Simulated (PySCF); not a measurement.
BrCl2H2NSi, SMILES [Si](N)(Cl)(Cl)Br.

Geometry: B3LYP-D3(BJ)/def2-SVP. The structure was generated by enumeration, and PubChem lists no compound with its InChIKey, so it may never have been made. One conformer was computed; it need not be the lowest.

These are PBE/def2-TZVP run with PySCF values and carry that method's errors.

* **total energy**: -3839.28401 hartree
* **point group**: Cs
* **highest occupied level**: -6.79 eV
* **lowest empty level**: -1.43 eV
* **orbital gap**: 5.36 eV
* **dipole moment**: 2.43 D
* **quadrupole, principal values (traceless, Buckingham form, about the centre of nuclear charge)**: -6.62, -1.18, 7.79 D·Å
* **mean static polarisability**: 75.4 bohr³ (11.17 Å³)
* **polarisability, principal values**: 67.5, 75.8, 82.8 bohr³
